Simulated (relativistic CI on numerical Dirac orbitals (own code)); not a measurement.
What each ingredient does to the levels of Yb⁴³⁺

Base calculation: Dirac-Coulomb-Breit CI, orbitals from a KLI potential per configuration, QED by a radiative potential, unscaled Slater integrals.

CI space (outside the closed core [Ne]): 3s²3p⁶3d⁹, 3s²3p⁵3d¹⁰, 3s3p⁶3d¹⁰, 3s²3p⁶3d⁸4s, 3s²3p⁶3d⁸4p, 3s²3p⁴3d¹⁰4s, 3s²3p⁶3d⁸4d, 3s²3p⁴3d¹⁰4p, 3s²3p⁵3d⁹4s, 3s²3p⁶3d⁸4f, 3s²3p⁴3d¹⁰4d, 3s3p⁵3d¹⁰4s, 3s²3p⁵3d⁹4p, 3s3p⁵3d¹⁰4p, 3s²3p⁶3d⁷4s², 3s²3p⁵3d⁹4d. Levels of other configurations are missing.

Variants: (1) valence Slater integrals scaled by 0.9; (2) configuration mixing switched off. Shifts of the energy above 3s²3p⁶3d⁹ ²D5/2, in eV, for the lowest level and the first level of each name with at least 55 % of one term (blank where a level changes its place among those of its configuration and J or its character, or is not in the variant):

```tsv
Level	Base	Δ(1)	Δ(2)
3s²3p⁶3d⁹ ²D5/2	0.00	0.00	0.00
3s²3p⁶3d⁹ ²D3/2	50.80	-0.01	-0.02
3s²3p⁵3d¹⁰ ²P°3/2	405.25	+0.18	+0.93
3s²3p⁵3d¹⁰ ²P°1/2	639.92	+0.22	+1.14
3s3p⁶3d¹⁰ ²S1/2	858.46	+0.03	+0.09
3s²3p⁶3d⁸4s ⁴F9/2	1379.72	+0.86	+0.40
3s²3p⁶3d⁸4s ²F7/2	1382.58	+0.56	+0.34
3s²3p⁶3d⁸4s ⁴F7/2	1429.77	+0.94	+0.32
3s²3p⁶3d⁸4s ⁴F5/2	1430.42	+0.90	+0.35
3s²3p⁶3d⁸4s ²G9/2	1444.08	-0.60	+0.38
3s²3p⁶3d⁸4s ²G7/2	1444.58	-0.62	+0.41
3s²3p⁶3d⁸4s ²P1/2	1445.17	-0.48	+0.81
3s²3p⁶3d⁸4s ⁴F3/2	1485.30	+0.51	
3s²3p⁶3d⁸4p ²P°1/2	1492.79	-1.32	+1.95
3s²3p⁶3d⁸4p ⁴G°7/2	1516.24	+0.99	+0.28
3s²3p⁶3d⁸4p ⁴P°1/2	1528.19	-0.02	+0.98
3s²3p⁶3d⁸4p ²H°9/2	1530.11	-0.51	+0.26
3s²3p⁶3d⁸4p ⁴G°11/2	1545.27	+0.91	+0.32
3s²3p⁶3d⁸4p ⁴F°9/2	1548.16	+0.65	+0.37
3s²3p⁶3d⁸4p ⁴G°9/2	1595.40	+1.01	+0.27
3s²3p⁶3d⁸4p ⁴F°7/2	1596.99	+0.86	+0.36
3s²3p⁶3d⁸4p ²H°11/2	1608.13	-0.38	+0.30
```

At this charge energies of transitions that change n are usually good to better than 1 %, and those within a shell (Δn = 0) to a few per cent.

Ionisation energy from the two ground configurations alone: base 3555.71 eV. The NIST ASD value (theoretical) is 3555 eV.

LS names give the leading component of a level, which can be under half, so a name can repeat, a term be missing and a line seem to break the LS rules.
